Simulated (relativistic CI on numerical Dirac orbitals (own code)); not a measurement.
**One change at a time: Pb³⁴⁺**

Base calculation: Dirac-Coulomb-Breit CI, separate exchange-only KLI orbitals for each configuration, QED by a radiative potential, unscaled Slater integrals.

Configurations in the expansion (outside the closed core [Ar] 3d10): 4s2 4p6 4d10 4f2, 4s2 4p6 4d9 4f3, 4s2 4p6 4d10 4f 5s, 4s2 4p5 4d10 4f3, 4s2 4p6 4d10 4f 5p, 4s2 4p6 4d10 5s2, 4s2 4p6 4d10 5s 5p, 4s2 4p6 4d10 4f 5d, 4s 4p6 4d10 4f3, 4s2 4p6 4d10 5p2, 4s2 4p6 4d9 4f2 5s, 4s2 4p6 4d10 5s 5d, 4s2 4p6 4d10 4f 5f, 4s2 4p6 4d10 5p 5d, 4s2 4p6 4d9 4f2 5p, 4s2 4p6 4d10 4f 5g, 4s2 4p6 4d10 4f 6s, 4s2 4p6 4d10 5d2, 4s2 4p6 4d10 4f 6p, 4s2 4p6 4d10 4f 6d, 4s2 4p5 4d10 4f2 5s, 4s2 4p6 4d10 4f 6g, 4s2 4p6 4d10 4f 7s, 4s 4p6 4d10 4f 5s2, 4s 4p6 4d10 4f 5p2. Double excitations out of closed p, d and f shells are left out; levels of such configurations are missing from the list, as are those of other unlisted configurations, and high levels can miss mixing partners.

Variants: (1) Breit term removed; (2) one mean potential for all configurations. Shifts of the energy above 4s2 4p6 4d10 4f2 3H_4, in cm⁻¹, for the lowest level and the first level of each name with at least 55 % of one term (blank where a level changes its place among those of its configuration and J or its character, or is not in the variant):

| Level | Base | Δ(1) | Δ(2) |
| --- | --- | --- | --- |
| 4s2 4p6 4d10 4f2 3H_4 | 0 | 0 | 0 |
| 4s2 4p6 4d10 4f2 3F_2 | 26782 | -641 | -8 |
| 4s2 4p6 4d10 4f2 3H_5 | 53913 | +2585 | -121 |
| 4s2 4p6 4d10 4f2 3F_3 | 70987 | +1744 | -120 |
| 4s2 4p6 4d10 4f2 3H_6 | 93104 | +4419 | -175 |
| 4s2 4p6 4d10 4f2 3P_0 | 101974 | -1131 | -19 |
| 4s2 4p6 4d10 4f2 3F_4 | 130210 | +4495 | -244 |
| 4s2 4p6 4d10 4f2 3P_1 | 132907 | +658 | -115 |
| 4s2 4p6 4d10 4f2 1I_6 | 144513 | +4518 | -190 |
| 4s2 4p6 4d10 4f2 3P_2 | 177453 |  | -235 |
| 4s2 4p6 4d10 4f2 1S_0 | 270289 | +1902 | -216 |
| 4s2 4p6 4d9 4f3 5G°_2 | 1907914 | +3659 | -333 |
| 4s2 4p6 4d9 4f3 5D°_0 | 1962970 | +3774 | -228 |
| 4s2 4p6 4d10 4f 5s 3F°_2 | 1974414 | -5033 | -1023 |
| 4s2 4p6 4d9 4f3 5L°_9 | 1991944 | +10560 | -492 |

At this charge energies of transitions that change n are usually good to better than 1 %, and those within a shell (Δn = 0) to a few per cent. Terms inside the open d or f shell come out 10 to 20 % too wide with unscaled integrals.

Ionisation energy from the two ground configurations alone: base 1343.96 eV. The NIST ASD value (theoretical) is 1360 eV.

LS names give the leading component of a level, which can be under half, so a name can repeat, a term be missing and a line seem to break the LS rules.
